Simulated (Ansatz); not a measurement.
Geometry optimisation, RKS PBE/def2-SVP (Ansatz).

Input:

```yaml
crystal:
  periodic: [false, false, false]
  atoms:
    - { symbol: Ga, position_ang: [-0.315899, -1.227877, -0.601719] }
    - { symbol: O, position_ang: [1.178619, 0.535733, 1.284554] }
    - { symbol: H, position_ang: [0.943088, -0.075589, 2.012522] }
    - { symbol: H, position_ang: [1.79081, -0.030766, 0.749136] }
    - { symbol: "N", position_ang: [-1.743991, -0.06966, -0.992406] }
    - { symbol: H, position_ang: [-2.531317, -0.307555, -1.608691] }
    - { symbol: H, position_ang: [-1.848509, 0.894314, -0.654996] }
basis:
  gaussian: { orbitals: def2-SVP }
hamiltonian:
  xc: pbe
relax:
  f_tol: 0.03
  max_steps: 50
```

Command:

```bash
$ ansatz run input.yaml --threads 1 --pin off --max-ram 2048MiB --backend cpu --events-out ev --progress --plain --runs-dir out
```

Question: Where does it end, and by what steps?

Answer: The run converged. After 11 steps the energy has fallen by 0.108 eV; O2 moved furthest, 0.54 Å.

| step | energy less start (eV) | largest force component (eV/Å) | accepted |
| --- | --- | --- | --- |
| 0 | 0.0000 | 0.513 | yes |
| 1 | -0.0090 | 1.361 | yes |
| 2 | -0.0667 | 0.881 | yes |
| 3 | -0.0875 | 0.653 | yes |
| 4 | -0.0542 | 0.574 | no |
| 5 | -0.1046 | 0.280 | yes |
| 6 | -0.1065 | 0.255 | yes |
| 7 | -0.1074 | 0.161 | yes |
| 8 | -0.1079 | 0.055 | yes |
| 9 | -0.1080 | 0.048 | yes |
| 10 | -0.1080 | 0.038 | no |
| 11 | -0.1082 | 0.005 | yes |

```xyz
7
Properties=species:S:1:pos:R:3
Ga -0.226 -1.354 -0.534
O 0.811 0.363 0.932
H 0.666 -0.064 1.800
H 1.751 0.165 0.748
N -1.577 -0.074 -0.837
H -2.403 -0.208 -1.431
H -1.550 0.891 -0.489
```

Whether the end is a true minimum wasn't checked by a vibrational analysis.

Run time: 23 s on 1 thread of Arm Neoverse V2 (shared host), peak memory 0.12 GiB.
